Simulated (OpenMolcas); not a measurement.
# Levels of O⁺ by method

- Program: OpenMolcas
- Basis: ANO-RCC-VTZP [4s3p2d1f]
- Scalar Hamiltonian: DKH2, point nucleus
- Active space: 3 electrons in 3 orbitals (2p)
- State averaging: 2S+1 = 4 odd, 1 root; 2S+1 = 2 odd, 8 roots
- Spin-orbit coupling: RASSI with atomic mean-field integrals over the reference wave functions, term energies averaged over their components

Methods on the same reference wave functions:
A. CASSCF
B. SS-CASPT2, IPEA 0.25 Eh, imaginary shift 0.1 Eh (closed shells correlated: 1s 2s)
C. XMS-CASPT2, IPEA 0.25 Eh, imaginary shift 0.1 Eh (closed shells correlated: 1s 2s)

Energies in cm-1 above 2s2 2p3 4S* 3/2, the measured ground level; measured values from NIST Handbook of Basic Atomic Spectroscopic Data.

```
          Level      A      B      C  Measured
2s2 2p3 4S* 3/2    0.0    0.0    0.0       0.0
2s2 2p3 2D* 3/2  30471  27540  27400     26831
2s2 2p3 2D* 5/2  30473  27540  27400     26811
2s2 2p3 2P* 1/2  50502  43630  43260     40470
2s2 2p3 2P* 3/2  50505  43630  43260     40468
```

Deviations, from unrounded energies. A percentage is the sum of absolute deviations over the sum of measured energies, with the sign that they share, or ± where signs differ.

```csv
Against measurement,Levels,A,B,C
mean absolute deviation (cm-1),4,6800,1900,1700
other terms of the ground configuration (%),4,+20.3,+5.8,+5.0
```

C lies closest to measurement on these levels and A furthest from it. The largest miss of C in the table is 2s2 2p3 2P* 3/2, by +2800 cm-1. The ranking rests on the paired levels alone, and a cruder setting can come out closer through cancelling errors.

Between B and C the level of the table that moves most is 2s2 2p3 2P* 1/2, by 370 cm-1 (lowest in C, highest in B). Moves below CASPT2's spread within the term are not significant.

The mean deviations of B to C differ by less than CASPT2's widest spread within a term (1000 cm-1), so their order carries little weight.

From A to B the spin-free energies of the other terms of 2s2 2p3 shown, above 4S*, scale by factors of 0.86 to 0.90.

The lowest spin-free term lies below A's lowest term by 0.109 hartree in B, 0.109 hartree in C.

CASPT2 breaks the degeneracy within a term, and the mean is taken; among the terms shown or strongly mixed into the levels shown the widest spread is 1000 cm-1 (2s2 2p3 2D*, C). With the s shell closed, the reference lacks s² → p² mixing. Without dynamic correlation excited terms often stand tens of per cent too high (terms of higher spin than the ground term too low), and those without a measured partner can miss by more than the paired ones (holds for A). Measured partners are found by configuration, term and J. A level has none where our copy of the source lacks it or the pairing is in doubt (some pairs that miss far off the trend of their configuration count as doubtful), and it then counts in no deviation. Levels of configurations outside the active space are missing.

* marks odd parity.
